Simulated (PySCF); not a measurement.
**Radial density of Ga (gallium, neutral)**

UHF, [Ar] 3d10 4s2 5s1, 2S determinant (an excited configuration). Calculation: PySCF 2.14, in aug-cc-pVTZ-PP with ECP10MDF; a scalar-relativistic core potential. This is the valence pseudo-density: the core potential removes the inner electrons and smooths the orbitals near the nucleus.

| r (bohr) | 4πr²ρ (e/bohr) | 4πr²(ρα − ρβ) |
| --- | --- | --- |
| 0.00147 | 1.001e-05 | 0.0000 |
| 0.00247 | 2.791e-05 | 0.0000 |
| 0.00415 | 7.580e-05 | 0.0000 |
| 0.00698 | 0.0001943 | 0.0000 |
| 0.0117 | 0.0004553 | 0.0000 |
| 0.0197 | 0.001012 | 0.0000 |
| 0.0332 | 0.002601 | 0.0000 |
| 0.0558 | 0.01625 | 0.0000 |
| 0.0939 | 0.1705 | 0.0000 |
| 0.158 | 1.409 | -0.0001 |
| 0.266 | 7.709 | 0.0005 |
| 0.447 | 23.76 | 0.0064 |
| 0.752 | 20.51 | -0.0011 |
| 1.26 | 5.030 | 0.0263 |
| 2.13 | 1.357 | 0.0229 |
| 3.58 | 0.2810 | 0.0140 |
| 6.02 | 0.1836 | 0.1778 |
| 10.1 | 0.07008 | 0.0701 |
| 17.0 | 0.0001877 | 0.0002 |

Energies and moments cover only the electrons outside the core potential. The outer electron is Rydberg-like, and this basis confines it to a smaller radius and binds it less than a complete one would.
